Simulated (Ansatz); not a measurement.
Molecule: BN (charge 0, triplet). 
Geometry from a B3LYP-D3(BJ)/def2-TZVP (Ansatz, a quantum-chemistry and plane-wave program) optimisation:
```
B
N 1 1.3180
```
Charge 0, spin multiplicity 3.

Property: vertical electron affinity (to the doublet state of charge -1; a negative value means that the extra electron is unbound and the number depends on the basis; each state is the SCF solution reached for its spin; the UHF <S^2> is 1.33 for the doublet (pure: 0.75); for the doublet T1 is 0.099), in eV. Cores are frozen in the correlated levels unless marked. Open shells are spin-unrestricted. No spin-orbit coupling. No relativistic terms. Anions need diffuse functions: aug- sets have them; def2-D sets add few. Basis-set limits of correlation are two-point, X^-3; Hartree-Fock from the larger set.

CCSD(T)/CBS(def2-TZVPPD,def2-QZVPPD) (Ansatz) gives 3.04 eV.

### Question
Another calculation gave 2.96 eV. Which level was it?
(A) BHLYP/def2-TZVPD (Ansatz)
(B) SVWN5/def2-TZVPD (Ansatz)
(C) B3LYP/def2-TZVPD (Ansatz)
(D) wB97X-V/def2-TZVPD (Ansatz)

### Answer
C, B3LYP/def2-TZVPD (Ansatz). The others give 2.83 (wB97X-V), 2.50 (BHLYP), 3.44 (SVWN5) eV.
